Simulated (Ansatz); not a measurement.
Consider the redistribution: `CC1=CC(C)=[O+][B-](C)(O)O1` + `[Cl][GeH]([Cl])[SeH]` → `CC1=CC(C)=[O+][B-](O)(Cl)O1` + `[CH3][GeH]([Cl])[SeH]`.

Calculated with Ansatz (gas phase, PBE0-D4/def2-TZVP geometries, no zero-point term in ΔE). CBS: MP2 limit from def2 TZ/QZ plus the TZ coupled-cluster correction, frozen cores. Functionals use def2-TZVPP. B3LYP here is the variant with VWN-RPA as its local correlation; programs differ in this. For Ge, Se outer-core shells are correlated without core-valence functions, which leaves a few kJ/mol of doubt a bond. Scalar relativity is left out up to krypton. Each species was taken in one conformer, which may not be the lowest.

| level | ΔE (kJ/mol) |
| --- | --- |
| LDA (SPW92) | -23.9 |
| r2SCANh-D4 | -22.2 |
| PBE0 | -21.4 |
| B3LYP | -17.9 |
| LC-ωPBE | -23.5 |
| CCSD/def2-SVP | -21.0 |
| CCSD/def2-TZVPP | -23.4 |
| SCS-MP2/def2-QZVPP | -23.5 |

What does CCSD(T)/CBS give? (An estimate is asked.)

Ansatz gave: -25.2 kJ/mol. The listed levels differ from it by 1.3, 3.0, 3.8, 7.3, 1.7, 4.2, 1.8, 1.7 kJ/mol.

Largest T1 diagnostic among the species: 0.016.

At CCSD(T), def2-SVP lies +4.9 kJ/mol from the extrapolated value and def2-TZVPP +1.8 kJ/mol. Leaving LDA and LC-ωPBE aside and taking each functional with its dispersion term where it has one, the values, not all of them listed here, spread over 7.7 kJ/mol, from PBE-QIDH to BLYP-D4. LDA lies −5.1 kJ/mol from PBE without D4.

CCSD(T)/CBS has its own doubt, a few kJ/mol and more with outer-core shells, so smaller differences from it don't rank the levels.
